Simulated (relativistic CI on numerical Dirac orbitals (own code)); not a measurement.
# Tc5+ (4d2) in a crystal field

Calculated by Dirac-Coulomb-Breit CI, KLI orbitals optimised for each configuration, a model potential for QED, valence Slater integrals scaled by 0.7, one configuration in a parametric crystal field (own radial code).

Field parameters in Wybourne normalisation: Oh B⁴₀ = 21Dq, B⁴₄ = √(5/14) B⁴₀. The field is a parameter set, without covalency.

S is read from ⟨S²⟩ = S(S + 1).

Levels (cm⁻¹, degeneracy): 0 (2), 95 (3), 1677 (3), 2363 (1), 10624 (3), 10895 (2), 21138 (1), 21530 (3), 22022 (3), 22077 (2), 22748 (1), 29564 (1).

Q: Which field gives this pattern?
A. Oh, 10Dq = 22150 cm⁻¹
B. Oh, 10Dq = 35800 cm⁻¹
C. Oh, 10Dq = 28950 cm⁻¹
D. Oh, 10Dq = 8500 cm⁻¹

A: A. Oh, 10Dq = 22150 cm⁻¹, ground level with S = 0.99.
